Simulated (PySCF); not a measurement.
How PBE and PBE0 compare on the HOMO–LUMO gap of the Kohn–Sham levels of molecules with a metal or metalloid centre.

Values in eV, from PySCF. Where two bases are given, the first is that of PBE. PBE0 is a level with its own limits.

```
system                              basis   PBE  PBE0  PBE − PBE0
------------------------------  ---------  ----  ----  ----------
Al(H)(Me)(Ph) singlet            def2-SVP  4.20  5.96       -1.76
Zn(iPr)(SMe) singlet            def2-TZVP  2.45  4.30       -1.84
C[SiH2]S[SiH3] singlet          def2-TZVP  5.29  7.33       -2.04
Al2(mu-H)2(F)4 singlet          def2-TZVP  6.35  8.80       -2.45
In2(mu-Cl)2(F)4 singlet         def2-TZVP  4.72  7.28       -2.56
Al2(mu-F)2(Cl)4 singlet         def2-TZVP  6.25  8.59       -2.34
trimethylboroxine singlet        def2-SVP  6.59  9.29       -2.69
CN(C)[SiH2]C[SiH3] singlet       def2-SVP  4.91  7.08       -2.17
B(F)2(I) singlet                def2-TZVP  5.29  7.47       -2.18
Mg(I)(SiH3) singlet             def2-TZVP  4.35  6.01       -1.66
OB(O)[SiH2][SiH](Cl)Cl singlet  def2-TZVP  5.06  7.09       -2.04
hydrogen selenide singlet       def2-TZVP  5.07  7.18       -2.12
Ga2(mu-Cl)2(Cl)4 singlet        def2-TZVP  5.06  7.45       -2.38
Ta(F)5 singlet                  def2-TZVP  6.84  9.69       -2.84
Zn(Et)(OH) singlet              def2-TZVP  5.26  7.31       -2.06
Si(F)(Cl)(Br)2 singlet          def2-TZVP  5.58  7.83       -2.25
Sn(OMe)4 singlet                 def2-SVP  3.25  5.83       -2.59
Be(NMe2)(SiH3) singlet          def2-TZVP  3.72  5.73       -2.01
B(Cl)3(OH2) singlet             def2-TZVP  5.57  7.89       -2.32
CB(C)C[SiH2]Cl singlet          def2-TZVP  5.54  7.81       -2.27
Si(OMe)(NH2) singlet            def2-TZVP  4.18  6.09       -1.91
Mg(GeH3)2 singlet               def2-TZVP  3.77  5.33       -1.56
Cd(H)(NMe2) singlet             def2-TZVP  3.08  4.94       -1.85
Ge(F)(SH) singlet               def2-TZVP  3.33  5.15       -1.83
```

The mean difference from PBE0 is -2.16 eV (median -2.14) and the mean absolute one 2.16 eV (median 2.14); PBE lies above in 0 and below in 24 of 24 cases. It is closest for Mg(GeH3)2 singlet (-1.56), Mg(I)(SiH3) singlet (-1.66), Al(H)(Me)(Ph) singlet (-1.76) and furthest off for Ta(F)5 singlet (-2.84), trimethylboroxine singlet (-2.69), Sn(OMe)4 singlet (-2.59).
